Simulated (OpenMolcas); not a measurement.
# Fe²⁺: the spin-orbit constant, Racah parameters, worked from levels

```
Program             : OpenMolcas 26.06
Basis               : ANO-RCC-VTZP [6s5p3d2f1g]
Scalar Hamiltonian  : DKH2, point nucleus
Active space        : 6 electrons in 6 orbitals (3d 4s)
State averaging     : 2S+1 = 7 even, 1 root; 2S+1 = 5 even, 30 roots; 2S+1 = 3 even, 121 roots (98 in the spin-orbit step); 2S+1 = 1 even, 89 roots kept (CI in the orbitals of an earlier block, 69 in the spin-orbit step)
Spin-orbit coupling : state interaction with AMFI integrals over the reference wave functions, term energies averaged over their components
```

Methods: CASSCF; MS-CASPT2, IPEA 0.25 Eh, imaginary shift 0.1 Eh (closed shells correlated: 3s 3p). Measured levels: Corliss and Sugar, J. Phys. Chem. Ref. Data 11, 135 (1982).

**The spin-orbit constant.** For the Hund term 5D of d6, E(J) = (A/2) J(J+1) + constant and ζ = -2S·A = -4A. From J = 0 to J = 4 the energy changes by 10 A.

```tsv
Source	E(4) - E(0)	A	ζ
CASSCF	-1136.4	-113.6	455
MS-CASPT2	-1133.6	-113.4	453
measured	-1027.3	-102.7	411
```

All in cm-1. MS-CASPT2 is off by +10.3 % and CASSCF by +10.6 %. Both methods take the spin-orbit matrix elements from the reference wave functions, so the second can move ζ only through the term energies and any multistate remixing. Second-order mixing with other terms is absorbed into this ζ.

**Racah parameters.** Above 5D, d6 has 3G at 9B + 4C, 3H at 4B + 4C and 3D at 16B + 4C. The first two fix B and C, and the third tests them; where it misses by thousands of cm-1, two parameters do not describe the configuration (Trees and configuration-interaction terms are left out) and B and C hang on the terms chosen. Term energies are centres of gravity, weighted by 2J + 1.

```json
{"Source": "CASSCF", "3G": "23414", "3H": "17121", "B": "1259", "C": "3022", "C/B": "2.40", "3D from B, C": "32232", "3D found": "31935"}
{"Source": "MS-CASPT2", "3G": "24335", "3H": "19815", "B": "904", "C": "4050", "C/B": "4.48", "3D from B, C": "30664", "3D found": "30210"}
{"Source": "measured", "3G": "24415", "3H": "19829", "B": "917", "C": "4040", "C/B": "4.41", "3D from B, C": "30832", "3D found": ""}
```

Energies in cm-1. From CASSCF to MS-CASPT2, B changes by -28.2 % and C by +34.0 %. Against the measured terms, MS-CASPT2 has B off by -1.4 % and C by +0.2 %.

CASPT2 breaks the degeneracy within a term, and the mean is taken; among the terms shown or strongly mixed into the levels shown the widest spread is 61 cm-1 (3d6 5D, MS-CASPT2). Some high roots are left out of the spin-orbit mixing, which shifts the levels that they would mix with. Without dynamic correlation excited terms often stand tens of per cent too high (terms of higher spin than the ground term too low), and those without a measured partner can miss by more than the paired ones (holds for CASSCF). Blocks of more than 70 roots (2S+1 = 3 even) ran without multistate coupling (holds for MS-CASPT2). Computed and measured levels are paired by configuration, term and J; levels that our copy of the source lacks, or whose pairing is in doubt (as where it misses far off the trend of its configuration), stay unpaired and out of the deviations. Only configurations of the active space appear.
